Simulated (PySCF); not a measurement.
PySCF 2.14 output of a UHF calculation on a single atom or ion in def2-TZVPPD with the def2 core potential (28 electrons) (6s4p3d2f1g, 56 functions), with a scalar-relativistic core potential:

```
SCF conv_tol = 1e-09
number electrons alpha = 10  beta = 9
cycle= 1 E= -146.116958339335  delta_E= -4.95e-10  |g|= 7.08e-06  |ddm|= 9.69e-05
converged SCF energy = -146.116958339335  <S^2> = 0.75174944  2S+1 = 2.0017487
```

The run itself started from symmetry-adapted Hartree-Fock orbitals and held the occupation by maximum overlap, so the iterations belong to that start.

**Question.** Which element, charge and spin multiplicity is this?

**Answer.** Ag (silver, neutral), multiplicity 2; the state was [Kr] 4d10 5s1, 2S determinant.

Energies and moments cover only the electrons outside the core potential.
